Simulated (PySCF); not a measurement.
**GePb⁺: frontier orbitals**

CAM-B3LYP at R = 2.689 Å; Ge cc-pVDZ-PP with ECP10, Pb cc-pVDZ-PP with ECP60; scalar-relativistic core potentials (PySCF 2.14). State: ⁴Σ⁻ (quartet), unpaired electrons σ ↑, π ↑↑. Only the outer orbitals are listed, counted within each symmetry, core potentials removing the inner ones.

```tsv
spin	orbital	occ.	ε (eV)	on Ge (%)	main shells (%)
α	7σ	1	-22.94	46	51 Pb s, 42 Ge s
α	8σ	1	-19.68	53	52 Ge s, 44 Pb s
α	9σ	1	-13.02	54	50 Ge p, 42 Pb p
α	5π	1	-12.19	57	56 Ge p, 41 Pb p
α	5π	1	-12.19	57	56 Ge p, 41 Pb p
α	6π	0	-6.95	42	57 Pb p, 42 Ge p
α	6π	0	-6.95	42	57 Pb p, 42 Ge p
α	10σ	0	-4.25	41	57 Pb p, 41 Ge p
β	7σ	1	-21.21	36	62 Pb s, 33 Ge s
β	8σ	1	-18.10	62	62 Ge s, 35 Pb s
β	9σ	0	-8.04	49	49 Pb p, 46 Ge p
β	5π	0	-7.62	38	61 Pb p, 37 Ge p
β	5π	0	-7.62	38	61 Pb p, 37 Ge p
```

Q: Which are the highest filled and the lowest empty level, where do they sit, and how wide is the gap?

A: Highest filled α 5π at -12.19 eV (in %: 56 Ge p, 41 Pb p); lowest empty β 9σ at -8.04 eV (in %: 49 Pb p, 46 Ge p); the gap at CAM-B3LYP is 4.15 eV.

The bond order (Mayer) is 1.60, the ⟨S²⟩ is 3.754 and the charge on Ge (Mulliken, basis-dependent) is 0.34. The charge on Ge (Löwdin, basis-dependent) is 0.33, the dipole moment (positive dipole points towards Pb; it is taken about the centre of mass and depends on that origin) is -1.06 D and the polarisability along the bond is 128.0 bohr³. The polarisability across the bond is 35.8 bohr³.

These are scalar-relativistic numbers at best; spin–orbit coupling would shift them, the dissociation energy most. The state was picked by a PBE0 search and need not be the measured ground state.
